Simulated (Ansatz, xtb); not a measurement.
## Relative energy of two isomers of C4H4ClF2N

Structure I: `N#CCC(F)(F)CCl`, a singlet. Structure II: `N#CCCC(F)(F)Cl`, a singlet. Both are isolated molecules in the gas phase, relaxed with B3LYP-D3(BJ)/def2-SVP, each in the lowest conformer that the search found.

**Question.** Which of the two would you expect CCSD(T)/def2-SVP + ΔMP2/def2-TZVPP electronic energies to favour?

**Answer.** Not settled: CCSD(T)/def2-SVP + ΔMP2/def2-TZVPP gives E(II) − E(I) = +1.22 kcal/mol, but this leans on the basis-set step: CCSD(T) alone gives −0.20 kcal/mol.

Level by level:

| level | geometry | E(II) − E(I) (kcal/mol) | departure from the last row (kcal/mol) | job, with rough time for the two |
| --- | --- | --- | --- | --- |
| GFN2-xTB | GFN2-xTB | −1.22 | −2.44 | optimisation, 0.12 s |
| HF/STO-3G | GFN2-xTB | −5.32 | −6.54 | single point, 0.36 s |
| r2SCAN-D4/def2-SVP | GFN2-xTB | −1.67 | −2.89 | single point, 3.8 s |
| B3LYP-D3(BJ)/def2-SVP | B3LYP-D3(BJ)/def2-SVP | −0.73 | −1.95 | optimisation, 33 s |
| HF/def2-SVP | B3LYP-D3(BJ)/def2-SVP | +1.92 | +0.70 | part of the CCSD(T) run |
| MP2/def2-SVP | B3LYP-D3(BJ)/def2-SVP | −0.81 | −2.03 | part of the CCSD(T) run |
| CCSD(T)/def2-SVP | B3LYP-D3(BJ)/def2-SVP | −0.20 | −1.42 | single point |
| CCSD(T)/def2-SVP + ΔMP2/def2-TZVPP | B3LYP-D3(BJ)/def2-SVP | +1.22 |  | single point, 74 s |

As drawn, both hold the same kinds of bond in the same numbers.

GFN2-xTB, HF/STO-3G, r2SCAN-D4/def2-SVP, B3LYP-D3(BJ)/def2-SVP, MP2/def2-SVP put the two in the other order. CCSD(T)/def2-SVP finds them nearly level. The largest departure from CCSD(T)/def2-SVP + ΔMP2/def2-TZVPP is that of HF/STO-3G, 6.54 kcal/mol. The last row adds to CCSD(T) the change of the MP2 difference between the two basis sets, here +1.42 kcal/mol.

With thermal terms from frequencies at re-optimised GFN2-xTB minima (ideal gas, soft modes damped towards free rotors, one conformer each, 298.15 K, 1 atm): on the last row, ΔE + ΔZPE = +1.57, ΔH = +1.54, ΔG = +1.70 kcal/mol.

The correlated steps freeze 12 core orbitals. Programs: Ansatz 0.2.0, xtb 6.7.1; the last row on 4 threads of Arm Neoverse V2 on a shared host.
